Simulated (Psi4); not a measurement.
C2H3O2 (SMILES [CH2]C(=O)O), doublet, geometry from GFN2-xTB. Base run: M06-2X/def2-SV(P) (Psi4).

Input for Psi4:
```
memory 2 GB

molecule mol {
0 2
  C     0.047659    0.082433   -0.051182
  O     0.272140    1.158506   -0.578460
  O    -1.156745   -0.201742    0.493676
  H    -1.749413    0.557359    0.387736
  C     0.980188   -0.988971    0.064329
  H     0.690192   -1.902860    0.547326
  H     1.968976   -0.869389   -0.335668
}

set basis def2-sv(p)
set reference uks

energy('m06-2x')
print_variables()
```

The base run was repeated with changes; each row names its change, and settings that it needs were set with it.

| change | ΔE vs base (mEh) | SCF cycles | grid points | basis functions | outcome |
|---|---|---|---|---|---|
| base | 0.000 | 11 | 150931 | 62 | converged |
| dft_nuclear_scheme = becke | 0.027 | 11 | 150320 | 62 | converged |
| scf_type = out_of_core | -0.083 | 11 | 150931 | 62 | converged |
| dft_spherical_points = 590 | -0.015 | 11 | 294573 | 62 | converged |
| scf_type = cd | -0.550 | 11 | 150931 | 62 | converged |
| soscf = true | - | - | - | 62 | stopped with an error |
| cholesky_tolerance = 1e-3 (with scf_type cd) | -2.222 | 11 | 150931 | 62 | converged |
| damping_percentage = 20 | 0.001 | 17 | 150931 | 62 | converged |
| d_convergence = 1e-4 | 0.000 | 10 | 150931 | 62 | converged |
| guess = core | 0.000 | 14 | 150931 | 62 | converged |
| dft_pruning_scheme = robust | -0.020 | 11 | 103827 | 62 | converged |
| diis_max_vecs = 3 | 0.000 | 16 | 150931 | 62 | converged |
| dft_radial_scheme = becke | -0.001 | 11 | 132619 | 62 | converged |

Open shells are given as the SCF converged; they aren't shown to be the lowest states, and a large step between rows can be another state.

- soscf = true: ended with `Fatal Error: Vx: UKS does not support rotated V builds for MGGA's`
